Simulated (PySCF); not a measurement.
# FeOBr: from structure and modes to constants

Computed with UPBE in PySCF with Fe def2-SVP, O def2-SVP, Br def2-SVP; no relativity; density-fitted integrals.

The sextet minimum has Cs symmetry. Masses (u): Fe 55.93494, O 15.99492, Br 78.91834.

```xyz
3
charge 0 multiplicity 6, angstrom
Fe   -0.9700    0.0000   -0.4165
O    -2.5897    0.0000   -0.1729
Br    1.2093    0.0000    0.3275
```

Harmonic wavenumbers (cm⁻¹): 94.4 (a', ×1), 296.5 (a', ×1), 890.2 (a', ×1).

**Question.** Find the principal moments of inertia and the rotational constants. What kind of rotor is it?

**Answer.** About the centre of mass I = 4.8801, 289.08, 293.96 u Å². With B = 16.8576/I this gives 3.454, 0.05831, 0.05735 cm⁻¹. The molecule is an asymmetric top with κ = -1.00.

**Question.** What is the harmonic zero-point energy?

**Answer.** Half the sum of all 3 wavenumbers, 1281/2 = 641 cm⁻¹, which is 7.7 kJ/mol (1 cm⁻¹ = 0.0119627 kJ/mol).

**Question.** Find the vibrational entropy and heat capacity at 298.15 K.

**Answer.** With u = 1.43878 ω/T, each mode gives S = R[u/(eᵘ−1) − ln(1−e⁻ᵘ)] and C = R u² eᵘ/(eᵘ−1)².
```csv
ω (cm⁻¹),u,S (J/(mol K)),C (J/(mol K))
94.4,0.455,14.93,8.17
296.5,1.431,6.01,7.03
890.2,4.296,0.61,2.15
```
The sums over all modes are S = 21.5 and C = 17.4 J/(mol K); the softest mode gives 69 % of the entropy.

**Question.** Give the standard entropy (298.15 K, 1 bar) by its translational, rotational, vibrational and spin parts, and Cp.

**Answer.** Sackur–Tetrode with M = 150.85 u gives 171.4; rotation with symmetry number 1 gives 102.3; vibration 21.5; spin R ln 6 = 14.9. The total is 310.2 J/(mol K), and Cp = 4 R + 17.4 = 50.6 J/(mol K).

This need not be the most stable arrangement of these atoms. Other spin states or occupations of the open shell can lie lower.
